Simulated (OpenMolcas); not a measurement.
Computed levels of 4d6 in ions with 42 electrons, in cm-1 above 5D4.

```json
{
  "Program": "OpenMolcas",
  "Method": "MS-RASPT2, IPEA 0.25 Eh, imaginary shift 0.1 Eh",
  "Basis": "ANO-R2",
  "Scalar Hamiltonian": "X2C, finite nucleus",
  "Spin-orbit coupling": "RASSI with atomic mean-field integrals over the reference wave functions, term energies averaged over their components"
}
```

Active space for each ion: 12 electrons in 8 orbitals (RAS1 4p, at most 2 holes; RAS2 4d); closed shells correlated by CASPT2: 4s.

```csv
Level,Ru2+,Pd4+,Ag5+
5D3,1167,2070,2580
5D2,1860,3160,3860
5D1,2310,3920,4800
5D0,2530,4280,5230
3H6,15850,20080,22230
3P2(1),16110,20190,22220
3H5,16140,20440,22600
3F3(1),17970,22950,25470
3F2(1),18500,23800,26490
```

Task: Estimate 5D0, 3H6, 3P2(1) for Rh3+ from its neighbours Ru2+ and Pd4+.

Result: 5D0 is fine structure, which grows about as the fourth power of a screened charge, so the fourth roots are averaged: ((2530^0.25 + 4280^0.25) / 2)^4 = 3319. The calculation gives 3310, so the estimate is off by +0.3 %.
3H6 is another term, which grows about linearly with the charge: (15850 + 20080) / 2 = 17965. The calculation gives 18140, so the estimate is off by -1.0 %.
3P2(1) is another term, which grows about linearly with the charge: (16110 + 20190) / 2 = 18150. The calculation gives 18400, so the estimate is off by -1.4 %.

Mixed levels, with the weight of the term that names them: Ag5+ 3H5 (74 %), Ag5+ 3F3(1) (73 %).

CASPT2 breaks the degeneracy within a term, and the mean is taken; among the terms shown or strongly mixed into the levels shown the widest spread is 740 cm-1 (4d6 3H, Ru2+). Active for correlation alone: 4p; no level in the range computed is led by a configuration that opens it, so any true level of that kind is missing. Only configurations of the active space appear.

A number in round brackets counts repeated terms of one configuration in the order of the reference energies.
